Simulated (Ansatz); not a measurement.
The cluster VO₄H₃. Total charge 0; singlet. Geometry r2SCAN-D4/def2-SVP; atoms count from 1.

```csv
atom,x (Å),y (Å),z (Å)
V1,0.255,-0.062,-0.349
O2,1.732,-0.200,0.176
O3,0.023,-0.838,-1.932
O4,-0.434,1.556,-0.146
O5,-0.668,-1.525,-0.894
H6,-0.756,-0.348,1.396
H7,0.034,2.286,0.286
H8,-0.187,-0.869,1.464
```

The structure holds one bond between oxygen atoms, so isomers without such links may lie far lower. The restricted singlet is unstable towards broken spin symmetry in Hartree–Fock (as tested in another run); at PBE0-D4/def2-TZVP this wasn't settled. In the singlet, H6 and H8 lie 0.77 Å apart (atoms count from 1), so H2 has formed as a molecule. Another isomer (singlet) lies 0.14 eV lower at PBE0-D4/def2-TZVP; other spin states weren't run for this one.

Estimate the Mulliken populations from the PBE0/def2-TZVP orbitals of Ansatz.


| atom | charge (e) | d electrons |
| --- | --- | --- |
| V1 | 1.18 | 3.26 |
| O2 | -0.48 | – |
| O3 | -0.30 | – |
| O4 | -0.67 | – |
| O5 | -0.29 | – |
| H6 | 0.10 | – |
| H7 | 0.35 | – |
| H8 | 0.11 | – |
Mulliken values depend strongly on the basis.

And the Mayer bond orders between heavy atoms (over 0.3)?

V1–O2 2.08 (1.57 Å); V1–O3 0.98 (1.78 Å); V1–O4 1.01 (1.77 Å); V1–O5 0.96 (1.81 Å); O3–O5 0.88 (1.42 Å).
